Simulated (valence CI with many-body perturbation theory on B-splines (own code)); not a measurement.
# Xe⁴⁹⁺: magnetic and hyperfine properties of the levels

Calculated by configuration interaction combined with many-body perturbation theory (CI+MBPT): three valence electrons over a frozen Dirac-Fock core [He], radial functions for each j: 11 s, 11 p, 10 d, 8 f, 5 g, 2 h, with the one-electron correlation potential Σ1 (screened to all orders), the two-electron term Σ2, the three-electron term Σ3, Breit, model QED; selected single and double excitations, second order for the rest, scaled by the run's own slope (own B-spline code, finite nucleus).

No measured spectrum was set against this ion. As an estimate, large intervals hold to a few tenths of a per cent, small ones and those within an open d or f shell to about a per cent.

A/g_I is the dipole constant over the nuclear g factor μ/I (μ in nuclear magnetons, uniformly magnetised nucleus), B/Q the quadrupole constant per barn. Both hold the static response of the core; the bare values leave it out. Large factors of s and p1/2 electrons are usually good to 5 to 10 %; those of open d and f shells near neutrality can be off by tens of per cent, and small factors of p3/2, d and f electrons come from cancelling terms and can be off by a factor of two or in sign, in half-filled shells by more. B is blank for J = 1/2, where it vanishes, and for nearly pure S terms. Energies count from the lowest level.

Levels are named by their leading jj configuration (3d3/2^4 stands for four electrons in 3d with j = 3/2), which in mixed levels can hold well under half, so a name can repeat and another be missing. Letters in brackets count levels of one name in rising energy.

```
                     Level  E (× 10³ cm⁻¹)      g  A/g_I (MHz)  A/g_I bare  B/Q (MHz/b)  B/Q bare
        (2s^2 2p1/2) J=1/2            0.00  0.641      2050000     2040000                       
        (2s 2p1/2^2) J=1/2          1317.7  2.174      6150000     6070000                       
        (2s^2 2p3/2) J=3/2          2890.0  1.315       310000      318000       592000    593000
(2s 2p1/2 2p3/2) J=3/2 [a]          3809.3  1.656      1600000     1590000       468000    468000
    (2s 2p1/2 2p3/2) J=5/2          4064.9  1.352      1850000     1840000       397000    398000
(2s 2p1/2 2p3/2) J=3/2 [b]          4469.0  0.964        20600       35800       373000    373000
    (2s 2p1/2 2p3/2) J=1/2          4471.0  1.218     -2050000    -2000000                       
     (2p1/2^2 2p3/2) J=3/2          5879.7  1.358       276000      293000       545000    547000
        (2s 2p3/2^2) J=5/2          6845.6  1.409      1530000     1520000       193000    193000
        (2s 2p3/2^2) J=1/2          7440.4  1.883      6340000     6260000                       
        (2s 2p3/2^2) J=3/2          7448.9  1.191      -889000     -858000      -134000   -134000
     (2p1/2 2p3/2^2) J=3/2          8513.7  1.437       -55500      -33400        72600     72700
     (2p1/2 2p3/2^2) J=5/2          8672.3  1.180       646000      654000        -2440     -2440
     (2p1/2 2p3/2^2) J=1/2          8981.6  0.641      2060000     2040000                       
           (2p3/2^3) J=3/2           11667  1.284       303000      317000      -617000   -618000
           (2s^2 3s) J=1/2           41795  1.992      1870000     1850000                       
        (2s^2 3p1/2) J=1/2           42251  0.669       604000      600000                       
   (2s 2p1/2 3s) J=1/2 [a]           42689  2.386      3590000     3550000                       
       (2s 2p1/2 3s) J=3/2           42820  1.544      3120000     3090000       -64400    -64500
   (2s 2p1/2 3s) J=1/2 [b]           43002  0.737      3200000     3170000                       
(2s 2p1/2 3p1/2) J=1/2 [a]           43074  0.263      -394000     -382000                       
        (2s^2 3p3/2) J=3/2           43134  1.353       378000      378000       136000    137000
    (2s 2p1/2 3p1/2) J=3/2           43227  1.112      2880000     2850000       -86200    -86300
(2s 2p1/2 3p1/2) J=1/2 [b]           43458  1.996      6350000     6270000                       
        (2s^2 3d3/2) J=3/2           43464  0.810       166000      165000        21500     21800
        (2s^2 3d5/2) J=5/2           43695  1.194        42100       41800        46600     47100
(2s 2p1/2 3p3/2) J=3/2 [a]           43997  1.405       337000      336000       167000    167000
    (2s 2p1/2 3p3/2) J=1/2           44091  1.441     -1430000    -1410000                       
    (2s 2p1/2 3p3/2) J=5/2           44173  1.339      1700000     1690000        69100     69200
(2s 2p1/2 3p3/2) J=3/2 [b]           44197  1.245       941000      934000       111000    111000
(2s 2p1/2 3d3/2) J=3/2 [a]           44259  0.556      -563000     -553000        41100     41500
    (2s 2p1/2 3d3/2) J=5/2           44424  1.035      1520000     1500000       -44400    -44200
        (2p1/2^2 3s) J=1/2           44466  1.855       604000      601000                       
    (2s 2p1/2 3d3/2) J=1/2           44501  0.447     -2040000    -2020000                       
(2s 2p1/2 3d3/2) J=3/2 [b]           44543  1.227      1550000     1530000        67900     68100
(2s 2p1/2 3d5/2) J=5/2 [a]           44580  1.333       574000      566000        33600     34100
    (2s 2p1/2 3d5/2) J=7/2           44733  1.242      1210000     1200000       -69100    -68800
     (2p1/2^2 3p1/2) J=1/2           44773  0.612       -42000      -39000                       
    (2s 2p1/2 3d5/2) J=3/2           44818  1.065     -1410000    -1390000         9670      9930
(2s 2p1/2 3d5/2) J=5/2 [b]           44818  1.052       141000      141000       114000    114000
```

Task: Take the isotope of mass number 129, with I = 1/2, μ = -0.77796 μN. What is the hyperfine structure of (2s 2p1/2 2p3/2) J=3/2 [a]?

Result: From the table A = -2490000 MHz. Shifts from the centre of gravity in MHz: F = 1: 3110000, F = 2: -1870000.
